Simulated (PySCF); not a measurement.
## Steps of a relaxation of [Yb(H2S)2]3+

[Yb(H2S)2]3+ (singlet in the valence; each metal's 4f electrons, 13 of them, lie in its core potential, out of spins and levels). PySCF 2.14.0, RKS PBE0, Yb lcecp-1-SVP with ECP59, S def2-SVP, H def2-SVP; non-relativistic Hamiltonian with scalar-relativistic core potentials where named; density fitting; no spin-orbit coupling. Origin of the start: displaced along the imaginary mode. Columns: position (Å) and force (eV/Å). Energies are counted from the last step; some of the 60 steps are shown. Forces carry noise of the integration grid, about 0.01 to 0.03 eV/Å.

Run from Python with OMP_NUM_THREADS=2. Where DIIS fails, smearing, a level shift and second-order steps follow.
It took 2.6 min on 2 threads of AMD EPYC 7R43 64-Core Processor (Zen 3), with other jobs on the host, from the converged density of the start.

```xyz
7
step 0  E = 0.350 eV
Yb   -0.0128    0.0000    0.0000    -0.09    0.00    0.00
S     0.0244   -0.0280    2.7670     0.11    0.47    0.26
H     1.1985    0.5486    3.2417    -0.38   -0.17   -0.13
H    -0.8715    0.9269    3.2383     0.31   -0.29   -0.13
S     0.0244    0.0280   -2.7670     0.11   -0.47   -0.26
H     1.1985   -0.5486   -3.2417    -0.38    0.17    0.13
H    -0.8715   -0.9269   -3.2383     0.31    0.29    0.13
```

```xyz
7
step 20  E = 0.035 eV
Yb   -1.3471    0.0000    0.0000    -0.02    0.00    0.00
S     0.1132   -0.0619    2.3054     0.02   -0.01   -0.01
H     1.3152    0.5565    2.0701     0.00    0.01    0.02
H    -0.4098    0.8800    3.1578    -0.01    0.01   -0.01
S     0.1132    0.0619   -2.3054     0.02    0.01    0.01
H     1.3152   -0.5565   -2.0701     0.00   -0.01   -0.02
H    -0.4098   -0.8800   -3.1578    -0.01   -0.01    0.01
```

```xyz
7
step 39  E = 0.012 eV
Yb   -1.2863    0.0000    0.0000    -0.01    0.00    0.00
S     0.3423    0.0731    2.1886     0.06   -0.07   -0.08
H     1.0777    1.2304    2.1296    -0.02    0.03    0.02
H    -0.4319    0.3896    3.2755    -0.03    0.04    0.04
S     0.3423   -0.0731   -2.1886     0.06    0.07    0.08
H     1.0777   -1.2304   -2.1296    -0.02   -0.03   -0.02
H    -0.4319   -0.3896   -3.2755    -0.03   -0.04   -0.04
```

Where does the relaxation end?

It converges at step 59 in C2:
```xyz
7
step 59  E = 0
Yb   -1.3351    0.0000    0.0000
S     0.4595    0.2067    2.0437
H     0.7973    1.5337    2.1531
H    -0.2442    0.1051    3.2196
S     0.4595   -0.2067   -2.0437
H     0.7973   -1.5337   -2.1531
H    -0.2442   -0.1051   -3.2196
```

How did the contacts change?


```tsv
contact	start (Å)	end (Å)
Yb1–S2 (H2S)	2.767	2.728
Yb1–S5 (H2S)	2.767	2.728
```


An lcecp potential fixes the number of 4f electrons, so in runs with it no electron can move into or out of that shell.
